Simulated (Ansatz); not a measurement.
`BOCBS` and `BOC[SiH2]C` differ in one atom or group.

Ansatz, PBE0-D4/def2-TZVP geometries, multiplicity 1. Each molecule was computed in one conformer, which needn't be the lowest.

```
                                        property  `BOCBS`
size of the dipole moment (B3LYP/def2-TZVPP) / D     2.06
             HOMO energy (B3LYP/def2-TZVPP) / eV    -8.11
           HOMO–LUMO gap (B3LYP/def2-TZVPP) / eV     6.84
           LUMO energy (ωB97M-V/def2-TZVPP) / eV     0.91
  size of the dipole moment (PBE/def2-TZVPP) / D     2.05
               HOMO energy (PBE/def2-TZVPP) / eV    -7.09
```

Q: What does the change do to each property? (Estimate.)

A: Ansatz gave: 
| property | `BOC[SiH2]C` | shift |
| --- | --- | --- |
| size of the dipole moment (B3LYP/def2-TZVPP) / D | 1.41 | -0.65 |
| HOMO energy (B3LYP/def2-TZVPP) / eV | -8.09 | 0.02 |
| HOMO–LUMO gap (B3LYP/def2-TZVPP) / eV | 7.45 | 0.61 |
| LUMO energy (ωB97M-V/def2-TZVPP) / eV | 1.44 | 0.53 |
| size of the dipole moment (PBE/def2-TZVPP) / D | 1.50 | -0.55 |
| HOMO energy (PBE/def2-TZVPP) / eV | -7.00 | 0.09 |

With PBE0 the HOMO rises by 0.07 eV and the LUMO rises by 0.69 eV, so the gap widens by about 0.62 eV. PBE moves the HOMO by 0.09 eV and ωB97M-V by -0.02 eV. Dipoles are sizes alone; their direction can turn.

B3LYP here is the variant with VWN-RPA as its local correlation; programs differ in this.
